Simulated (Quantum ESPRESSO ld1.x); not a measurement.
The numbers below are computed, except where a source is named.
Species: Sc4+. Configuration: [Ne] 3s2 3p5. Level of theory: scalar-relativistic Kohn-Sham, BP86, spin-unpolarised, spherical densities, point nucleus (ld1.x of Quantum ESPRESSO 7.5).

Normalised radial functions P(r) = r R(r), r in bohr:

r,1s,3s
0.006816,1.1411,0.1271
0.009614,1.5116,0.1678
0.01367,1.9660,0.2169
0.01944,2.4673,0.2686
0.02742,2.9345,0.3105
0.03899,3.2670,0.3235
0.05544,3.2921,0.2743
0.0782,2.8976,0.1334
0.1112,2.0951,-0.1152
0.1568,1.1728,-0.4024
0.223,0.4448,-0.5806
0.3171,0.0991,-0.4280
0.4473,0.0112,0.1094
0.636,0.0004,0.7888
0.9044,0.0000,1.1059
1.276,0.0000,0.8526
1.814,0.0000,0.3668
2.559,0.0000,0.0810
3.638,0.0000,0.0069

1s: eigenvalue -4456.1 eV, 0 radial nodes, <r> = 0.0730 bohr, 90 % of the charge inside 0.130 bohr. 3s: eigenvalue -105.74 eV, 2 radial nodes at r = 0.0960, 0.422 bohr, <r> = 1.03 bohr, 90 % of the charge inside 1.53 bohr.
